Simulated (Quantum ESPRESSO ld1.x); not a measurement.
Question: Species: Nb4+. Configuration: [Kr] 4d1. Calculated with ld1.x of Quantum ESPRESSO 7.5: Dirac Kohn-Sham, LDA (Slater exchange, VWN5 correlation), spin-unpolarised, spherical densities, point nucleus; open shells are shared between the two j in proportion to 2j + 1. Some entries of the table are withheld. Estimate them.

| orbital | occ. | eigenvalue (eV) | <1/r> (bohr^-1) | <r^2> (bohr^2) |
|---|---|---|---|---|
| 1s1/2 | 2 | -18820.151 | 42.35 | 0.001761 |
| 2s1/2 | 2 | -2673.506 | 9.613 | 0.02945 |
| 2p1/2 | 2 | -2459.138 | 9.596 | 0.02227 |
| 2p3/2 | 4 | -2363.532 | 9.159 | 0.02364 |
| 3s1/2 | 2 | -484.567 | 3.271 | (1) |
| 3p1/2 | 2 | -403.830 | 3.172 | 0.2247 |
| 3p3/2 | 4 | -388.307 | 3.066 | 0.2354 |
| 3d3/2 | 4 | (2) | 2.873 | 0.2239 |
| 3d5/2 | 6 | (3) | 2.846 | 0.2274 |
| 4s1/2 | 2 | -103.488 | 1.204 | 1.456 |
| 4p1/2 | 2 | -80.439 | (4) | 1.731 |
| 4p3/2 | 4 | -78.125 | (5) | 1.805 |
| 4d3/2 | 0.4 | -43.754 | 0.8179 | 2.967 |
| 4d5/2 | 0.6 | -43.482 | 0.8123 | 3.002 |

Answer: 
(1) 3s1/2 <r^2> (bohr^2): 0.2259
(2) 3d3/2 eigenvalue (eV): -245.220
(3) 3d5/2 eigenvalue (eV): -242.325
(4) 4p1/2 <1/r> (bohr^-1): 1.094
(5) 4p3/2 <1/r> (bohr^-1): 1.066
